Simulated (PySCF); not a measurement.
**InBr⁺: input and log**

State: ²Π (doublet), unpaired electrons π ↑, a second solution, started from another occupation.

An equivalent input (the run itself took its basis sets from the Basis Set Exchange, started from a PBE0 density and held the occupation σ 12α 12β, πx 6α 6β, πy 6α 5β, δx 2α 2β, δy 2α 2β):

```python
from pyscf import gto, dft
mol = gto.M(atom='In 0 0 0; Br 0 0 2.472', basis={'In': 'def2-TZVPPD', 'Br': 'def2-TZVPPD'}, ecp={'In': 'def2-TZVPPD'},
            charge=1, spin=1, verbose=4, symmetry='C2v')
mf = dft.UKS(mol, xc='PBE0')
mf.grids.atom_grid = (80, 434)
mf.grids.prune = dft.gen_grid.treutler_prune
mf.irrep_nelec = {'A1': (14, 14), 'A2': (2, 2), 'B1': (6, 6), 'B2': (6, 5)}
mf.conv_tol = 1e-9
mf.max_cycle = 60
mf.diis_space = 10
mf.kernel()
```

The log (some set-up lines and the per-cycle HOMO/LUMO lines removed):

```
******** <class 'pyscf.dft.uks_symm.SymAdaptedUKS'> ********
method = SymAdaptedUKS
damping factor = 0
level_shift factor = 0
DIIS = <class 'pyscf.scf.diis.CDIIS'>
diis_start_cycle = 1
diis_space = 10
diis_damp = 0
SCF conv_tol = 1e-09
SCF conv_tol_grad = None
SCF max_cycles = 60
number electrons alpha = 28  beta = 27
Set gradient conv threshold to 3.16228e-05
init E= -2763.69104614885
cycle= 1 E= -2763.69928011291  delta_E= -0.00823  |g|= 0.00898  |ddm|= 0.0661
cycle= 2 E= -2763.69929141282  delta_E= -1.13e-05  |g|= 0.00943  |ddm|= 0.0349
cycle= 3 E= -2763.69932722399  delta_E= -3.58e-05  |g|= 0.000779  |ddm|= 0.0132
cycle= 4 E= -2763.69932740804  delta_E= -1.84e-07  |g|= 0.000173  |ddm|= 0.00104
cycle= 5 E= -2763.69932741343  delta_E= -5.39e-09  |g|= 2.74e-05  |ddm|= 0.000229
cycle= 6 E= -2763.69932741374  delta_E= -3.13e-10  |g|= 1.28e-05  |ddm|= 4.7e-05
Extra cycle  E= -2763.69932741376  delta_E= -1.68e-11  |g|= 1.14e-05  |ddm|= 4.38e-05
converged SCF energy = -2763.69932741376  <S^2> = 0.75359444  2S+1 = 2.0035912
```

Repeating this along the bond gives Re = 3.215 Å and ωe = 81.7 cm⁻¹.

A point of this curve took 3.7 CPU seconds beside 1.4 for the integrals, on Arm Neoverse V2 (shared host).

Spin–orbit coupling is left out.
